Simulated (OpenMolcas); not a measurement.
## Cl2+, Br2+, I2+: ns2 np3 down the group

```yaml
Program: OpenMolcas
Method: MS-RASPT2, IPEA 0.25 Eh, imaginary shift 0.1 Eh
Basis: ANO-RCC-VTZP
Scalar_Hamiltonian: DKH2, point nucleus
Spin-orbit_coupling: RASSI with atomic mean-field integrals over the reference wave functions, term energies averaged over their components
```

Active space for each ion: 5 electrons in 9 orbitals (RAS2 s p; RAS3 d, at most 2 electrons); closed shells correlated by CASPT2: Cl2+ 2s 2p; Br2+ 3d; I2+ 4d.

Computed levels in cm-1 above 4S* 3/2:

```
                                Level   Cl2+   Br2+    I2+
                              2D* 3/2  18860  16500  12320
                              2D* 5/2  18910  17340  15020
                              2P* 1/2  30940  28650  24920
                              2P* 3/2  31000  29760  29100
weight of 4S* in the lowest level (%)    100     99     92
```

Measured, with the error of the calculation in %. Measured levels: Cl2+ from Moore, Atomic Energy Levels, vol. I, NSRDS-NBS 35 (1971 reprint of NBS Circular 467, 1949); Br2+ from Moore, Atomic Energy Levels, vol. II, NSRDS-NBS 35 (1971 reprint of NBS Circular 467, 1952).

```json
{"Level": "2D* 3/2", "Cl2+": "18053 (+4.4)", "Br2+": ""}
{"Level": "2D* 5/2", "Cl2+": "18120 (+4.3)", "Br2+": ""}
{"Level": "2P* 1/2", "Cl2+": "29812 (+3.8)", "Br2+": "26915 (+6.4)"}
{"Level": "2P* 3/2", "Cl2+": "29907 (+3.6)", "Br2+": "28579 (+4.1)"}
```

Without spin-orbit coupling 2D* lies 18890, 17030, 13480 cm-1 above 4S* in that order; the difference to the level 2D* 3/2, of either sign, comes from spin-orbit coupling, which also lowers the zero.

CASPT2 does not keep the components of a term degenerate, so their means are used; among the terms shown or strongly mixed into the levels shown the widest spread is 28 cm-1 (5s2 5p3 2D*, I2+). Over all roots computed the reference weight is 0.93 to 0.99 in Br2+; the roots of lowest weight are the least certain, and an intruder state may touch them. The run also gave levels led by 3s2 3p2 3d, which use shells meant for correlation; these and all levels above them are left out (holds for Cl2+). The run also gave levels led by 4s2 4p2 4d, which use shells meant for correlation; these and all levels above them are left out (holds for Br2+). The run also gave levels led by 5s 5p3 5d, 5s2 5p2 5d, which use shells meant for correlation; these and all levels above them are left out (holds for I2+). Computed and measured levels are paired by configuration, term and J; levels that our copy of the source lacks, or whose pairing is in doubt (as where it misses far off the trend of its configuration), stay unpaired and out of the deviations. Levels of configurations outside the active space are missing.

* marks odd parity.
